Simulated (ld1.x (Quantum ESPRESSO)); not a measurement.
Scattering properties, ultrasoft potential for S

* Element: sulfur (S)
* Generator: ld1.x (Quantum ESPRESSO) 7.5
* Type: ultrasoft
* Functional: PBE
* Relativity: non-relativistic
* Frozen core: [Ne]
* Valence charge: 6
* Reference configuration: 3s2 3p4
* Partial waves: 3s (bound): rcut 1.10, rcutus 1.50 bohr; 3s channel at -0.4 Ry: rcut 1.10, rcutus 1.50 bohr; 3p (bound): rcut 1.40, rcutus 1.75 bohr; 3p channel at 4.55 Ry: rcut 1.40, rcutus 1.75 bohr
* Local potential: all-electron potential smoothed inside 1.45 bohr (lloc = -1)
* Core correction: none
* Augmentation charge: PSQ, radius 0.90 bohr

The phase is arctan(r·u′/u) with u = r·R(r), unwrapped; energies in Ry, scanned from -3 to 5 Ry. A pole is an energy at which the radial function vanishes at the test radius. The pseudo phase is shifted by a multiple of π to meet the all-electron one at the reference energy, and phase errors are pseudo minus all-electron; the curves can meet again beyond the range given. Levels narrower than the energy grid can be missing from the lists of poles.

| channel | radius (bohr) | reference energy (Ry) | poles, all-electron | poles, pseudo | unbroken range about the reference energy with phases within 0.05 rad | phase error 1 Ry above the reference energy (rad) |
| --- | --- | --- | --- | --- | --- | --- |
| s | 1.91 | -1.26 | 0.91 | 0.91 | the whole range | -0.000 |
| p | 1.91 | -0.52 | 2.07 | 2.07 | the whole range | -0.000 |

Phases in the s channel:

```csv
E (Ry),all-electron,pseudo
-3.00,1.010,1.010
-2.52,0.816,0.816
-2.04,0.396,0.396
-1.56,-0.391,-0.391
-1.08,-1.000,-1.000
-0.60,-1.278,-1.278
-0.12,-1.419,-1.419
0.36,-1.504,-1.504
0.84,-1.563,-1.563
1.32,-1.609,-1.609
1.80,-1.647,-1.647
2.28,-1.683,-1.683
2.76,-1.717,-1.718
3.24,-1.754,-1.755
3.72,-1.794,-1.796
4.20,-1.843,-1.847
4.68,-1.906,-1.914
```
